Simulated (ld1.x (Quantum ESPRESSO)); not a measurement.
Reading a pseudo-wave (F (Z = 9))

Columns: radius, all-electron u(r) and pseudo u(r) of the 2p shell (level -28.30 eV) of fluorine in the configuration [He] 2s2 2p4; Wu–Cohen, scalar-relativistic, TM scheme, ld1.x (Quantum ESPRESSO) 7.5.

```
r (bohr)  all-electron  pseudo
   0.082        0.1094  0.0345
   0.165        0.3166  0.1348
   0.248        0.5225  0.2863
   0.330        0.6900  0.4651
   0.413        0.8152  0.6504
   0.495        0.8975  0.8137
   0.578        0.9444  0.9404
   0.660        0.9616  1.0176
   0.742        0.9567  1.0467
   0.825        0.9352  1.0342
   0.908        0.9020  0.9913
   0.990        0.8615  0.9313
   1.072        0.8162  0.8641
   1.155        0.7678  0.7962
   1.238        0.7182  0.7325
   1.320        0.6693  0.6751
   1.402        0.6214  0.6231
   1.485        0.5744  0.5746
   1.568        0.5293  0.5293
   1.650        0.4869  0.4869
   1.733        0.4465  0.4465
   1.815        0.4091  0.4091
   1.898        0.3737  0.3737
   1.980        0.3414  0.3414
   2.062        0.3115  0.3115
   2.145        0.2837  0.2837
```

(1) How many radial nodes do the two functions have?

(2) At about which radius was the pseudo-wave matched?

(3) Is the pseudo-wave norm-conserving?

Results:

(1) The all-electron 2p function has n − l − 1 = 0; the pseudo-wave has 0.

(2) 1.65 bohr. The columns agree to 0.0005 from 1.49 bohr on; several derivatives are matched, so the curves merge somewhat inside the radius.

(3) Yes: the TM scheme keeps the norm inside the radius equal to the all-electron one, which fixes the energy derivative of the logarithmic derivative at the level.
